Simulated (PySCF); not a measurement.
# W₃: from structure and modes to constants

These are results of PBE0 in PySCF with W def2-TZVP with ECP60; scalar-relativistic core potentials, no spin–orbit coupling; density-fitted integrals, not measurements.

The singlet minimum has C2v symmetry. Masses (u): W 183.95093.

```xyz
3
charge 0 multiplicity 1, angstrom
W     0.8753    0.8756    0.0000
W    -0.4377   -0.4378    1.1972
W    -0.4377   -0.4378   -1.1972
```

Harmonic wavenumbers (cm⁻¹): 143.4 (b2, ×1), 200.4 (a1, ×1), 352.6 (a1, ×1).

Q: What is the harmonic zero-point energy?

A: Half the sum of all 3 wavenumbers, 696/2 = 348 cm⁻¹, which is 4.2 kJ/mol (1 cm⁻¹ = 0.0119627 kJ/mol).

Q: Give the standard entropy (298.15 K, 1 bar) by its translational, rotational, vibrational and spin parts, and Cp.

A: Sackur–Tetrode with M = 551.85 u gives 187.6; rotation with symmetry number 2 gives 122.5; vibration 25.3; spin R ln 1 = 0.0. The total is 335.3 J/(mol K), and Cp = 4 R + 22.3 = 55.5 J/(mol K).

Stability towards spin polarisation was not tested. This need not be the most stable arrangement of these atoms. The small gap makes a closed-shell description doubtful. No spin–orbit coupling is included, which matters more the heavier the element.
